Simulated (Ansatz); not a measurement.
Cost and result for the atomization energy of CH3BOS2, SMILES `B1OCSS1` (8 atoms, 8 bonds).

The species carries charge 0 and has multiplicity 1. The geometry is a stationary point of PBE0-D4/def2-TZVP. Program: Ansatz. All runs use 2 threads of an Intel Xeon 6975P-C on a shared host. Times are those of one run each, without the atoms' runs, and a repeat can differ threefold. Electronic energies, without spin–orbit coupling; frozen cores. CCSD(T)/CBS adds CCSD(T) − MP2 in def2-TZVPP to the MP2 limit, and its time is that of the two runs behind it. T1 = 0.015. HSE06 is the plane-wave form, built on full-range PBE exchange.

CCSD(T)/CBS is a level of theory with its own doubt, some kJ/mol a heavy atom from the limit and from the frozen cores, so smaller differences don't rank the functionals.

| level | functions | wall time |
| --- | --- | --- |
| BLYP-D4/def2-TZVPP | 219 | 2 s |
| BHLYP-D4/def2-TZVPP | 219 | 2.8 s |
| CCSD(T)/def2-SVP | 93 | 3 s |
| HSE06-D4/def2-TZVPP | 219 | 3 s |
| CAM-B3LYP-D4/def2-TZVPP | 219 | 3.4 s |
| r2SCAN-D4/def2-TZVPP (with forces) | 219 | 3.7 s |
| B2PLYP/def2-TZVPP | 219 | 4.6 s |
| PBE-QIDH/def2-TZVPP | 219 | 5 s |
| ωB97X-V/def2-TZVPP | 219 | 6.5 s |
| ωB97M-V/def2-TZVPP (with forces) | 219 | 9 s |
| MP2/def2-QZVPP | 401 | 17 s |
| CCSD(T)/def2-TZVPP | 219 | 39 s |
| CCSD(T)/CBS(def2) | – | 56 s |

Task: What atomization energy does each give, and how far from CCSD(T)/CBS? (Best estimate.)

Result: Ansatz gave: 
```csv
level,atomization (kcal/mol),difference from CCSD(T)/CBS,per bond
BLYP-D4/def2-TZVPP,738.9,3.1,0.4
BHLYP-D4/def2-TZVPP,707.3,-28.5,-3.6
CCSD(T)/def2-SVP,686.8,-49.0,-6.1
HSE06-D4/def2-TZVPP,747.2,11.4,1.4
CAM-B3LYP-D4/def2-TZVPP,737.3,1.5,0.2
r2SCAN-D4/def2-TZVPP (with forces),746.7,10.9,1.4
B2PLYP/def2-TZVPP,727.6,-8.2,-1.0
PBE-QIDH/def2-TZVPP,737.0,1.2,0.1
ωB97X-V/def2-TZVPP,742.3,6.5,0.8
ωB97M-V/def2-TZVPP (with forces),744.7,8.9,1.1
MP2/def2-QZVPP,749.9,14.1,1.8
CCSD(T)/def2-TZVPP,712.4,-23.4,-2.9
CCSD(T)/CBS(def2),735.8,0.0,0.0
```

The D4 term adds +8.9 kcal/mol with B3LYP and +4.5 kcal/mol with PBE0; it sums over pairs of atoms, weighted by their polarisabilities, and B3LYP, whose exchange is more repulsive, gets the larger term. From PBE to PBE0 (25 % exact exchange), in def2-TZVPP and without D4, the atomization energy moves by −19.1 kcal/mol: exact exchange takes away binding that semilocal exchange gives to molecules. Leaving LDA and LC-ωPBE aside and taking each functional with its dispersion term where it has one, the values, not all of them listed here, spread over 59.2 kcal/mol, from BHLYP-D4 to PBE-D4. LDA lies +110.7 kcal/mol from PBE without D4, its usual overbinding.

B3LYP here is the variant with VWN-RPA as its local correlation; programs differ in this.
